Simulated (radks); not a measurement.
The numbers below are computed, except where a source is named.
Tl, 81 electrons, occupied as [Xe] 4f14 5d10 6p3 (not the ground configuration). Code: a radial shooting solver on a logarithmic mesh with Libxc functionals. Model: Dirac Kohn-Sham, PBEsol, spin-unpolarised, spherical densities, point nucleus; open shells are shared between the two j in proportion to 2j + 1.

X-ray form factor f0, the Fourier transform of the density (f0(0) = 81):

sin(theta)/lambda (1/angstrom),f0 (electrons)
0.05,79.640
0.1,76.416
0.15,72.585
0.2,68.674
0.25,64.803
0.3,61.042
0.4,54.129
0.5,48.269
0.6,43.398
0.8,35.712
1,29.677
1.25,23.811
1.5,19.682
2,15.140
